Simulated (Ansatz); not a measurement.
Geometry optimisation, Ansatz, UKS BLYP-D4/6-31G*.

input.yaml

```yaml
crystal:
  periodic: [false, false, false]
  atoms:
    - { symbol: Si, position_ang: [-0.03072, 1.6674, -0.21923] }
    - { symbol: C, position_ang: [0.27623, 0.11534, 0.6298] }
    - { symbol: B, position_ang: [0.6515, 0.05398, 2.04876] }
    - { symbol: S, position_ang: [1.12787, 0.05886, 3.60116] }
    - { symbol: H, position_ang: [-1.18432, 1.82527, -1.11706] }
    - { symbol: H, position_ang: [-0.07704, -0.78713, 0.14352] }
magnetization:
  spin_polarized: true
  initial_magnetization: 1
basis:
  gaussian: { orbitals: "6-31G*" }
hamiltonian:
  xc: blyp
  dispersion: d4
relax:
  f_tol: 0.015
  max_steps: 40
output:
  orbitals: {}
```

Launched with:

```bash
$ ansatz run input.yaml --threads 1 --pin off --max-ram 2048MiB --backend cpu --events-out ev --progress --plain --runs-dir out
```

Where does it end, and by what steps?

The forces met the threshold. After 9 steps the energy has fallen by 0.189 eV; H5 moved furthest, 0.31 Å.

```tsv
step	energy less start (eV)	largest force component (eV/Å)	accepted
0	0.0000	1.137	yes
1	-0.1371	0.660	yes
2	-0.1733	0.424	yes
3	-0.1800	0.252	yes
4	-0.1863	0.232	yes
5	-0.1881	0.106	yes
6	-0.1865	0.166	no
7	-0.1887	0.049	yes
8	-0.1889	0.021	yes
9	-0.1889	0.008	yes
```

```xyz
6
Properties=species:S:1:pos:R:3
Si -0.147 1.740 -0.115
C 0.079 0.211 0.732
B 0.669 0.064 2.088
S 1.284 -0.064 3.606
H -1.037 1.674 -1.345
H -0.085 -0.691 0.119
```

Whether the end is a true minimum wasn't checked by a vibrational analysis.

The run took 35 s on 1 thread of Arm Neoverse V2, on a shared host, peak memory 0.18 GiB.
